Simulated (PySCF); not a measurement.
BaHO, SMILES [Ba][OH], multiplicity 2.

Geometry optimised at PBE-D3(BJ)/def2-TZVPD. The def2 effective core potentials stand for the cores of Ba; spin–orbit coupling is left out.

Two levels are set side by side: PBE/def2-TZVPD (PySCF) and r2SCAN/def2-TZVPD (PySCF). Same geometry, gas phase. Differences are taken from unrounded values.

```tsv
quantity	PBE
α-spin orbital gap (eV)	1.46
β-spin orbital gap (eV)	4.17
dipole moment (D)	1.26
mean polarisability (bohr³)	291.3
```

Task: These are the PBE values. What does r2SCAN give? (An estimate is asked for; the answer gives what the named calculation found.)

Result: 
```
quantity                     r2SCAN  PBE minus r2SCAN
---------------------------  ------  ----------------
α-spin orbital gap (eV)        1.58             -0.12
β-spin orbital gap (eV)        4.66             -0.50
dipole moment (D)              1.17              0.09
mean polarisability (bohr³)   293.3              -2.0
```

Rough cost on one machine, each run with all the roots and properties that it gave: r2SCAN against PBE about 3 times.
